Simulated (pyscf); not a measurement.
**HO–Si•(OH)–OH (SMILES O[Si](O)O), doublet**

Gas-phase minimum from PySCF at ωB97X-D3(BJ)/def2-SVP, one conformer. Other isomers of HO–Si•(OH)–OH were not searched in full and may lie lower. 

```xyz
7

O      0.1324    -0.9402    -0.5372
Si     0.6224     0.1686     0.6020
O      1.8560    -0.5115     1.4873
O     -0.6556     0.4559     1.6277
H      0.8012    -1.2161    -1.1736
H      2.2184     0.0324     2.1954
H     -1.4498     0.8205     1.2216
```
Charge 0, spin multiplicity 2.

Bonds (Å): O1–Si2 1.664, O1–H5 0.964, Si2–O3 1.664, Si2–O4 1.664, O3–H6 0.964, O4–H7 0.964. Angles (°): Si2–O1–H5 116.0, O1–Si2–O3 108.1, O1–Si2–O4 108.1, O3–Si2–O4 108.2, Si2–O3–H6 116.0, Si2–O4–H7 116.0.

Properties at ωB97X-D3(BJ)/def2-SVP:

```yaml
harmonic_wavenumbers_unscaled: 142, 145, 247, 311, 312, 398, 779, 780, 791, 814, 947, 948, 3925, 3925, 3928 cm⁻¹
zero_point_energy: 26.3 kcal/mol
rotational_symmetry_number: 3
Entropy of this conformer at 298 K and 1 atm, rigid rotor and harmonic oscillator, modes under 100 cm⁻¹ raised to 100: 314.6 J/(mol K)
dipole_moment: 1.78 D
Spin expectation value S2: 0.752
```

Single-point totals, which compare only within one level (frozen core for MP2 and CC):

```tsv
level	total energy (hartree)
ωB97X-D3(BJ)/def2-TZVP	-517.23259
PBE/def2-TZVP	-516.79787
r²SCAN/def2-TZVP	-517.05323
B3LYP-D3(BJ)/def2-TZVP	-517.21147
PBE0-D3(BJ)/def2-TZVP	-516.82452
M06-2X/def2-TZVP	-517.08350
ωB97M-D3(BJ)/def2-TZVP	-517.27106
UHF/def2-TZVPP	-515.50276
MP2/def2-TZVPP	-516.32280
CCSD/def2-TZVPP	-516.33289
CCSD(T)/def2-TZVPP	-516.36264
```

Soft torsions are taken as harmonic, which can shift the entropy by several J/(mol K). The CCSD(T) − MP2 part came from Ansatz, without density fitting, on the same reference.
